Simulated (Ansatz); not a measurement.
`NB1CS1` + H₂Te → `[TeH]B1CS1` + NH₃ at 600 K and 1 bar (ligand exchange at a B–N bond).

Calculated with Ansatz (gas phase, PBE0-D4/def2-TZVP geometries, no zero-point term in ΔE). CCSD(T)/CBS is the MP2 limit (def2-TZVPP, def2-QZVPP) plus CCSD(T) − MP2 in def2-TZVPP, frozen cores. This one scheme is used for every species. Elements past krypton have def2 core potentials. For Te outer-core shells are correlated without core-valence functions, which leaves a few kJ/mol of doubt a bond. One conformer a species, not always the lowest.

```csv
species,CCSD(T)/CBS energy (Eh),H − E (kJ/mol),S (J/(mol·K))
`NB1CS1`,-517.77714,199.1,355.1
H₂Te,-268.91024,52.9,255.0
`[TeH]B1CS1`,-730.16423,148.1,390.7
NH₃,-56.50880,112.4,219.5
```

H − E and S are ideal-gas, rigid-rotor, harmonic terms from PBE0-D4/def2-TZVP, for one conformer and one mirror image of each species. 1 Eh = 2625.50 kJ/mol, R = 8.31446 J/(mol·K).

Problem. By hand: ΔE, ΔH, ΔS and ΔG.

Solution. ΔE = (-730.16423) + (-56.50880) − (-517.77714) − (-268.91024) = 0.01435 Eh = 37.7 kJ/mol. Δ(H − E) = 148.1 + 112.4 − 199.1 − 52.9 = 8.5, so ΔH = 46.2 kJ/mol. ΔS = 390.7 + 219.5 − 355.1 − 255.0 = 0.1 J/(mol·K). ΔG = 46.2 − 600 × (0.1)/1000 = 46.1 kJ/mol.

Problem. By hand: the equilibrium constant, and the temperature at which ΔG would vanish if ΔH and ΔS stayed fixed.

Solution. log₁₀ K = −ΔG/(RT ln 10) = -4.0. ΔG = 0 at ΔH/ΔS = 462000 K, far beyond where these terms or the molecules hold.

The number of gas molecules stays the same, so ΔS is small and ΔH decides. A doubt of 5 kJ/mol in ΔE shifts log₁₀ K by 0.4 here. Other conformers and mirror images would add mixing entropy, several J/(mol·K) or more a flexible species. These are equilibria of isolated gas molecules and say nothing of rates. Largest T1 diagnostic: 0.014 (customary marks: 0.02 for closed shells, 0.045 for open ones).
